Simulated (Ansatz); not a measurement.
Ansatz (an electronic-structure program) input for C3H10OSi2, SMILES [Si@@H]1(CO[C@H]1[SiH3])C, PBE/def2-SVPD. Geometry: PBE0-D3(BJ)/def2-SVP. The structure was generated by enumeration; whether it is a known compound was not checked.

Ansatz 0.2 input:
```yaml
crystal:
  periodic: [false, false, false]
  atoms:
    - {symbol: C, position_ang: [-1.82981656, 1.52211510, -0.08021387]}
    - {symbol: Si, position_ang: [-1.24346502, -0.21432425, 0.30054423]}
    - {symbol: C, position_ang: [-0.67116872, -1.34298562, -1.12487277]}
    - {symbol: O, position_ang: [0.65402563, -1.41840849, -0.58317007]}
    - {symbol: C, position_ang: [0.62087565, -0.53973705, 0.56734684]}
    - {symbol: Si, position_ang: [1.84903367, 0.87371351, 0.32339955]}
    - {symbol: H, position_ang: [-1.18897386, 2.00113441, -0.83527647]}
    - {symbol: H, position_ang: [-2.86308502, 1.50713358, -0.46167495]}
    - {symbol: H, position_ang: [-1.81950475, 2.14530491, 0.82813801]}
    - {symbol: H, position_ang: [-2.15331118, -0.84441624, 1.30814187]}
    - {symbol: H, position_ang: [-1.12507040, -2.34624781, -1.20357147]}
    - {symbol: H, position_ang: [-0.66827956, -0.89351264, -2.13484567]}
    - {symbol: H, position_ang: [0.85726253, -1.09618196, 1.49401689]}
    - {symbol: H, position_ang: [1.78759814, 1.80964213, 1.49224199]}
    - {symbol: H, position_ang: [3.24502163, 0.36059041, 0.18417533]}
    - {symbol: H, position_ang: [1.49883399, 1.63601697, -0.91475940]}
basis:
  gaussian:
    orbitals: def2-SVPD
hamiltonian:
  xc: {name: PBE}
```

Output:

```
WARN ansatz: RAYON_NUM_THREADS=2 ignored (pool sized by the plan → 2); use --threads N
Functional definition: PBE
integrals: 0.18 GiB planned
1788 factors; their error is unknown
mean field: 1.17 GiB planned
mean field evaluation 1: about -21037.9102 eV, gradient 7.5e1 eV
mean field evaluation 2: about -20993.0059 eV, gradient 1.5e2 eV
mean field evaluation 4: about -21051.5904 eV, gradient 1.3e1 eV
mean field evaluation 8: about -21051.8917 eV, gradient 3.9e-1 eV
mean field evaluation 16: about -21051.8158 eV, gradient 1.2e-3 eV
mean field -21051.81577684 eV, -773.6399603656 hartree, gradient 6.8e-5 eV, S^2 0.000000; 0 other end points of the search recorded, 0 dependent functions left out
reference -21051.81583394 eV, -773.6399624640 hartree; 32, 32 occupied and 179, 179 virtual orbitals, 1788 factors
Total energy: -21051.81583394 eV, -773.6399624640 hartree
```

The calculation finished and met its thresholds.

Cost: very roughly 5 core-seconds.
